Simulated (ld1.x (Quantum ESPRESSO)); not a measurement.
What the settings do to the TM potential of Ni (Z = 28)

Base potential:

- Element: nickel
- Generator: ld1.x (Quantum ESPRESSO) 7.5
- Type: norm-conserving Troullier–Martins (Kleinman–Bylander form)
- Functional: PBE
- Relativity: scalar-relativistic
- Frozen core: [Ne]
- Valence charge: 18
- Reference configuration: 3s2 3p6 3d8 4s2 4p0
- Partial waves: 3s (bound): rc 1.00 bohr; 3p (bound): rc 1.00 bohr; 3d (bound): rc 1.10 bohr
- Local potential: all-electron potential smoothed inside 0.85 bohr (lloc = -1)
- Core correction: full core density, not smoothed (it rises at the typed radius of 1.00 bohr, so ld1.x skipped the fit)

Occupied shells without a wave of their own: 4s. They enter only through the test configuration that unscreens the potential, and ld1.x also counts them in the model core charge.

All-electron outer shells of the reference configuration (PBE, scalar-relativistic, ld1.x):

```tsv
shell	level (eV)	outermost node (bohr)	outermost maximum (bohr)
2s	-981.83	0.07	0.21
2p	-844.68	–	0.16
3s	-111.06	0.30	0.64
3p	-71.39	0.27	0.65
3d	-8.87	–	0.63
4s	-5.64	0.92	2.24
4p	-1.22	1.00	3.17
```

Cutoffs, loose and tight: the cutoffs (Ry, on a coarse ladder) from which the occupation-weighted sum of valence levels, in a spherical-Bessel basis at the reference potential, stays within 10 and 1 mRy of its value at 400 Ry. They do not see the model core or the augmentation charge, which bear on the density cutoff. Test errors are all-electron minus pseudo excitation energies from the reference, over the configurations 3s2 3p6 3d8 4s1 4p0; 3s2 3p6 3d8 4s0 4p0; 3s2 3p6 3d7 4s0 4p0; 3s2 3p6 3d8 4s1.5 4p0; 3s2 3p6 3d7 4s2 4p1; 3s2 3p6 3d9 4s1 4p0; 3s2 3p6 3d8.5 4s1.5 4p0. A dash means not determined; rows that change the core or the reference have their own tests.

With those shells counted twice in exchange and correlation these files are broken, and their errors move erratically; no question is asked of them.

```tsv
change	outcome	cutoff, loose	cutoff, tight	bound ghosts	largest test error (meV)
base	generated, misses its reference levels by 0.22 eV	180 Ry	300 Ry	none	-2053
wave 3s (bound): rc 1.00 bohr becomes 3s (bound): rc 0.66 bohr	generated	260 Ry	over 300 Ry	none	-1252
wave 3s (bound): rc 1.00 bohr becomes 3s (bound): rc 0.78 bohr	generated	230 Ry	over 300 Ry	none	-1332
wave 3s (bound): rc 1.00 bohr becomes 3s (bound): rc 0.88 bohr	generated	200 Ry	over 300 Ry	none	-1568
wave 3s (bound): rc 1.00 bohr becomes 3s (bound): rc 1.12 bohr	generated, misses its reference levels by 0.38 eV	180 Ry	300 Ry	none	-2882
wave 3s (bound): rc 1.00 bohr becomes 3s (bound): rc 1.28 bohr	generated, misses its reference levels by 0.61 eV	180 Ry	300 Ry	none	-4083
wave 3s (bound): rc 1.00 bohr becomes 3s (bound): rc 1.38 bohr	generated, misses its reference levels by 0.77 eV	180 Ry	300 Ry	none	-4916
wave 3s (bound): rc 1.00 bohr becomes 3s (bound): rc 1.46 bohr	generated, misses its reference levels by 0.88 eV	180 Ry	300 Ry	none	-5462
```

Reading the sweep of the s radius (base included, trends over the rows without a ghost): The loose cutoff falls from 260 Ry at 0.66 to 180 Ry at 1.46 bohr. A larger radius leaves more room for a smooth pseudo-wave, so fewer plane waves are needed; a smaller one forces it to follow the all-electron wave where it bends sharply. The median size of the test errors (rows with all tests solved) rises from 73.0 meV at 0.66 to 659.1 meV at 1.46 bohr. More of the atom is replaced by a form fitted at one configuration, so other configurations suffer as the radius grows.
